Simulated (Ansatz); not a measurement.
System: C2H4BO, net charge 0, doublet state. It need not be the lowest isomer of its formula. 
Structure (B3LYP-D3(BJ)/def2-TZVP (Ansatz, a program for electronic structure) minimum search):
SMILES: C=C[B]O
```xyz
8

C      1.8803    -0.0492    -0.1337
C      0.5989    -0.4004    -0.2635
B     -0.5586     0.4528     0.2914
O     -1.8523     0.1036     0.1634
H      2.1598     0.8659     0.3762
H      2.6914    -0.6528    -0.5259
H      0.3638    -1.3300    -0.7842
H     -2.4785     0.7215     0.5534
```
Charge 0, spin multiplicity 2.

Basis-set convergence of Hartree-Fock and CCSD(T) correlation energies (hartree) with Ansatz. Cores are frozen in the correlated levels unless marked. Open shells are spin-unrestricted. Spin-orbit coupling is left out. Non-relativistic.

```json
[
 {"basis": "cc-pVDZ", "functions": "76", "E(HF)": "-177.59983", "E(corr, CCSD(T))": "-0.56227"},
 {"basis": "cc-pVTZ", "functions": "176", "E(HF)": "-177.65451", "E(corr, CCSD(T))": "-0.68799"},
 {"basis": "cc-pVQZ", "functions": "340", "E(HF)": "-177.66742", "E(corr, CCSD(T))": "-0.72793"}
]
```

Extrapolating the two largest sets (X = 3 and 4) as X^-3: E(corr) = (64·(-0.72793) - 27·(-0.68799))/37 = -0.7571 Eh, an estimate of the basis-set limit. The largest set recovers 96.2 % of it, the smallest 74.3 %.
